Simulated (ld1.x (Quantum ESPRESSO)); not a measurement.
# How hard is this chromium (Cr) PAW potential?

chromium (Cr), PAW, made with ld1.x (Quantum ESPRESSO) 7.5 (LDA (PZ), scalar-relativistic). Core [Ne], reference 3s2 3p6 3d5 4s0 4p1. Waves: 3s (bound): rcut 1.35, rcutus 1.75 bohr; 4s (bound, empty): rcut 1.35, rcutus 1.75 bohr; 3p (bound): rcut 1.45, rcutus 1.60 bohr; 4p (bound): rcut 1.45, rcutus 1.60 bohr; 3d (bound): rcut 1.40, rcutus 1.85 bohr; 3d channel at 3.85 Ry: rcut 1.40, rcutus 1.85 bohr. Local part: all-electron potential smoothed inside 1.80 bohr (lloc = -1). Core correction: Bessel-smoothed model core, default radius (core density twice the valence density). Augmentation charge: PSQ, inside the norm-conserving radii.

The pseudo-atom Hamiltonian at the reference potential is diagonalised in spherical Bessel functions j_l(qr) that vanish at 20 bohr, with q² up to the cutoff. All-electron valence levels (Ry): 3s -5.5094, 4s -0.3789, 3p -3.4368, 4p -0.1357, 3d -0.3298.

Question: How do the lowest levels (Ry) of each channel move with the cutoff, and are there ghosts?

Answer:

```
cutoff (Ry)     s #1     s #2     s #3     p #1     p #2     d #1    d #2    f #1  Σ f·Δε (mRy)
          8  -5.4124  -0.2837  -0.0139  -2.7324  -0.0914   0.0193  0.1046  0.0844        6211.7
         12  -5.4907  -0.3064  -0.0177  -3.1897  -0.1061   0.0139  0.0901  0.0844        3270.0
         18  -5.5085  -0.3397  -0.0229  -3.3860  -0.1155  -0.2648  0.0261  0.0844         653.4
         25  -5.5088  -0.3678  -0.0274  -3.4300  -0.1211  -0.3236  0.0254  0.0844          89.3
         40  -5.5093  -0.3787  -0.0293  -3.4363  -0.1320  -0.3297  0.0254  0.0844           9.3
         50  -5.5094  -0.3790  -0.0293  -3.4367  -0.1354  -0.3299  0.0254  0.0844           2.1
         60  -5.5094  -0.3790  -0.0293  -3.4368  -0.1356  -0.3300  0.0254  0.0844           0.9
         80  -5.5094  -0.3791  -0.0293  -3.4369  -0.1357  -0.3300  0.0254  0.0844           0.3
        400  -5.5094  -0.3791  -0.0293  -3.4369  -0.1358  -0.3300  0.0254  0.0844           0.0
```

Result: no extra level below or beside the all-electron valence levels (s, p, d, f tested); 10 mRy is reached at 40 Ry and 1 mRy at 60 Ry.
